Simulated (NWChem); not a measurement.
Molecule: GeHOClF₂; SMILES [OH][Ge]([F])([F])[Cl]

```xyz
6

O      1.6776    -0.7637     0.0037
Ge     0.0142    -0.2671     0.0001
F     -0.8177    -0.9126     1.3549
F     -0.8118    -0.9133    -1.3580
Cl    -0.0996     1.8315    -0.0004
H      1.7894    -1.7228     0.0020
```
Atoms are numbered in this order, from 1.

Results from NWChem. Geometry: optimised at PBE0/def2-SVP. Static field.

For level BHandHLYP/aug-cc-pVDZ:

| Property | Value |
|---|---|
| isotropic polarisability (bohr³) | 42.2 |

### Question
Estimate the same quantities for level B3LYP/aug-cc-pVDZ.

### Answer
The isotropic polarisability (bohr³) is 45.0.
